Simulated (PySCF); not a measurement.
Harmonic spectrum computed at B3LYP in the def2-SVPD basis family (core potentials from Rb on, PySCF, no spin–orbit coupling):

```tsv
symmetry	ω (cm⁻¹)	IR (km/mol, summed over degenerate members)
a2''	221	14.0
e'	272	3.9
e'	811	348
a1'	840	0.0
```

Task: Which molecule gave it? In each, all ligands are bound to the one heavy central atom.
A. PO₃⁻ (singlet)
B. RhO₃⁻ (triplet)
C. MoO₃⁻ (doublet)
D. CoO₃⁻ (triplet)

Result: B. It has D3h symmetry with Rh–O 1.745 Å (×3).
